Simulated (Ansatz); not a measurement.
Basis-set extrapolation for C₈H₈O, SMILES `C=COc1ccccc1` (PBE0-D4/def2-TZVP geometry, frozen core, Ansatz 0.2.0). Multiplicity 1, RHF reference.

|  | def2-TZVPP | def2-QZVPP |
| --- | --- | --- |
| HF | -382.575979 | -382.592321 |
| MP2 correlation | -1.492659 | -1.591486 |
| CCSD(T) correlation | -1.605137 | not run |

Energies in hartree. Use E(X) = E(∞) + A·exp(−7.88·√X) for Hartree–Fock and E(X) = E(∞) + B·X^(−2.97) for correlation, with X = 3 and 4, and add CCSD(T) minus MP2 of the smaller set to the MP2 limit.

Problem. What is the CCSD(T) energy at the basis-set limit?

Solution. HF limit: -382.592321 + (-0.016342) × 0.13774 = -382.59457. MP2 limit: -1.591486 + (-0.098827) × 0.74074 = -1.66469. Higher-order term: -1.605137 − (-1.492659) = -0.11248. Total: -384.37174 hartree, 119.6 kcal/mol below CCSD(T)/def2-TZVPP.
